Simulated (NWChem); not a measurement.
Molecule: C$_{5}$H$_{2}$FN; SMILES C#C/C=C(/F)C#N

```xyz
9

C      0.3465    -2.8037     0.0000
C     -0.2689    -1.7427     0.0000
C     -1.0054    -0.5386     0.0000
C     -0.4471     0.7051     0.0000
F     -1.2254     1.7965     0.0000
C      0.9576     0.9766     0.0000
N      2.1056     1.2235     0.0000
H      0.9009    -3.7323     0.0000
H     -2.1085    -0.5808     0.0000
```
Atoms are numbered in this order, from 1.

Results from NWChem. Pople sets run with spherical d functions. The geometry was optimised at PBE-D3(BJ)/def2-SVP.

**Question.** Order these by “highest occupied level (eV)”, lowest first: PBE/6-31G*; B3LYP/6-31G*; LC-wPBE (HJS exchange hole, range parameter 0.4 per bohr)/6-31G*; MPW1K/6-31G*.

**Answer.** LC-wPBE (HJS exchange hole, range parameter 0.4 per bohr)/6-31G* (-9.89), MPW1K/6-31G* (-8.23), B3LYP/6-31G* (-7.08), PBE/6-31G* (-6.22)
